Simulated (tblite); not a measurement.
Species: C4H10ClPSi2.
Atom-mapped SMILES: `[CH3:1][SiH2:2][C@@:3]1([Cl:4])[CH:5]=[CH:6][Si@H:7]1[PH2:8]` (hydrogens: H9, H10, H11 on C1; H12, H13 on Si2; H14 on C5; H15 on C6; H16 on Si7; H17, H18 on P8)

Computed geometry: GFN2-xTB, gas phase.

Q: What internal coordinates does the optimisation give?

A: 
```json
{"bond": "C1–Si2", "length (pm)": "189.4", "order": "single"}
{"bond": "Si2–C3", "length (pm)": "191.2", "order": "single"}
{"bond": "C3–Cl4", "length (pm)": "180.6", "order": "single"}
{"bond": "C3–C5", "length (pm)": "148.9", "order": "single"}
{"bond": "C5=C6", "length (pm)": "133.5", "order": "double"}
{"bond": "C6–Si7", "length (pm)": "189.0", "order": "single"}
{"bond": "Si7–P8", "length (pm)": "224.3", "order": "single"}
{"bond": "C3–Si7", "length (pm)": "195.5", "order": "single"}
{"bond": "C1–H9, C1–H10, C1–H11", "length (pm)": "108.6", "order": "single"}
{"bond": "Si2–H12", "length (pm)": "146.6", "order": "single"}
{"bond": "Si2–H13", "length (pm)": "146.7", "order": "single"}
{"bond": "C5–H14", "length (pm)": "107.9", "order": "single"}
{"bond": "C6–H15", "length (pm)": "107.7", "order": "single"}
{"bond": "Si7–H16", "length (pm)": "146.9", "order": "single"}
{"bond": "P8–H17, P8–H18", "length (pm)": "138.5", "order": "single"}
```

Bonds in one row agree within 1 pm and their mean is given. Orders are formal, as drawn. A selection of angles:
```json
{"angle": "C1–Si2–C3", "degrees": "108.8"}
{"angle": "Si2–C3–Cl4", "degrees": "105.3"}
{"angle": "Si2–C3–C5", "degrees": "115.9"}
{"angle": "Si2–C3–Si7", "degrees": "124.1"}
{"angle": "Cl4–C3–C5", "degrees": "110.8"}
{"angle": "Cl4–C3–Si7", "degrees": "112.8"}
{"angle": "C5–C3–Si7", "degrees": "87.1"}
{"angle": "C3–C5–C6", "degrees": "106.2"}
{"angle": "C5–C6–Si7", "degrees": "94.4"}
{"angle": "C6–Si7–P8", "degrees": "118.1"}
{"angle": "C3–Si7–C6", "degrees": "72.0"}
{"angle": "C3–Si7–P8", "degrees": "118.2"}
```

Dihedral angles: C1–Si2–C3–Cl4 -177° (antiperiplanar); Si2–C3–C5–C6 122° (anticlinal); C3–C5–C6–Si7 4° (synperiplanar); C5–C6–Si7–P8 -116° (anticlinal); Si2–C3–Si7–C6 -116° (anticlinal).

P8 (three-coordinate phosphorus) is pyramidal (angles 94.0°, 93.4° and 92.1°, sum 279.5°, 0.85 Å off the plane of its three neighbours). Si7 (SiH silicon) has angles from 72.0° to 118.2°. Si2 (SiH2 silicon) is tetrahedral (angles from 106.8° to 111.9°). Of the pairs four or more bonds apart, P8···H9 is among the closest relative to their van der Waals radii: 2.89 Å, 96 % of the sum of Bondi's values. The 2 C–C bonds span 1.335 Å (C5=C6, drawn double) to 1.489 Å (C3–C5, drawn single), a spread of 0.154 Å. The 4 C–Si bonds span 1.890 Å (C6–Si7, drawn single) to 1.955 Å (C3–Si7, drawn single), a spread of 0.065 Å. The 4-membered ring C3–C5–C6–Si7 has internal angles of 72.0° to 106.2°; it is almost planar, 0.03 Å rms from its mean plane, widest ring torsion 4°.

Point group: C1 (no symmetry element, even within 0.4 Å). Its GFN2-xTB frequencies are all real (lowest 18 cm⁻¹). One conformer, not necessarily the lowest (C1–Si2–C3–Cl4 -177°, C6–Si7–P8–H 174° and -94°). 3 starts were optimised and ended at 0.00, 0.94 and 1.02 kcal/mol (GFN2-xTB); the lowest of these is shown.
